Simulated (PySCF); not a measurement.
Breaking a bond: Mg₂, singlet.

Computed with CCSD(T) on UHF/cc-pVTZ, 2 core orbitals frozen (PySCF).

Question: Relative to R = 3.71 Å, what are the energies at R = 3.27, 5.91, 7.17, 9.75 Å?

Answer: 0.8 kcal/mol at 3.27 Å, 1.2 kcal/mol at 5.91 Å, 1.5 kcal/mol at 7.17 Å, 1.7 kcal/mol at 9.75 Å.

The unrestricted solution behind UCCSD(T) changes between 3.06 and 3.27 Å, which can leave a kink. The unrestricted determinant behind UCCSD(T) is spin-contaminated at 2.72 to 3.06 Å (<S²> up to 0.6, against 0.00 for a pure singlet).
